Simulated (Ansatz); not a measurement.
Abridged output of a molecular run in Ansatz:

```
Functional definition: HF
1158 factors; integrals over basis functions are off by at most 9.8e-4 eV
mean field evaluation 1: about -4847.8332 eV, gradient 3.7e1 eV
mean field evaluation 2: about -4847.8360 eV, gradient 3.7e1 eV
mean field evaluation 4: about -4850.9837 eV, gradient 4.3e0 eV
mean field evaluation 8: about -4851.0357 eV, gradient 3.2e-4 eV
mean field -4851.03565807 eV, -178.2722722840 hartree, gradient 1.3e-6 eV, S^2 0.000000; 0 other end points of the search recorded, 0 dependent functions left out
4 core orbitals not correlated: weight in the atoms' cores, before any rotation towards them, 1.000 or more for the frozen orbitals, at most 0.000 for the correlated occupied ones
reference -4851.03565807 eV, -178.2722722840 hartree; 11, 11 occupied and 179, 179 virtual orbitals, 1158 factors
second order -18.21578232 eV of doubles, -0.00000000 eV of singles
cycle   1  -18.45306011 eV  change   -2.4e-1 eV  update   9.5e-2
cycle   2  -18.90554066 eV  change   -4.5e-1 eV  update   2.8e-2
cycle   3  -19.01728033 eV  change   -1.1e-1 eV  update   1.6e-2
cycle   4  -19.00549661 eV  change    1.2e-2 eV  update   4.9e-3
cycle   5  -19.00556555 eV  change   -6.9e-5 eV  update   2.5e-3
cycle   6  -19.00615784 eV  change   -5.9e-4 eV  update   6.8e-4
cycle   7  -19.00573639 eV  change    4.2e-4 eV  update   2.2e-4
cycle   8  -19.00570512 eV  change    3.1e-5 eV  update   6.8e-5
cycle   9  -19.00572463 eV  change   -2.0e-5 eV  update   2.3e-5
perturbative correction -0.77190742 eV, -0.0283670745 hartree
Total energy: -4870.81329012 eV, -178.9990868559 hartree
```

Its atoms:

Z-matrix (Å, degrees):
```
C
C 1 1.533
B 1 2.006 2 50.9
O 1 1.455 2 93.7 3 0.0
H 1 1.092 2 116.1 3 -114.4
H 1 1.092 2 116.1 3 114.4
H 2 1.091 1 115.4 3 -115.8
H 2 1.091 1 115.4 3 115.8
H 3 1.195 1 171.2 2 -180.0
```

Which basis set was used?
A. def2-TZVPPD
B. cc-pV(D+d)Z
C. def2-TZVPP
D. def2-QZVPP

C. It gives 194 functions.

Write the keys of the input that set method, charge and spin (a neutral closed shell needs none for the last two).


```yaml
correlation: {method: ccsd_t}
```
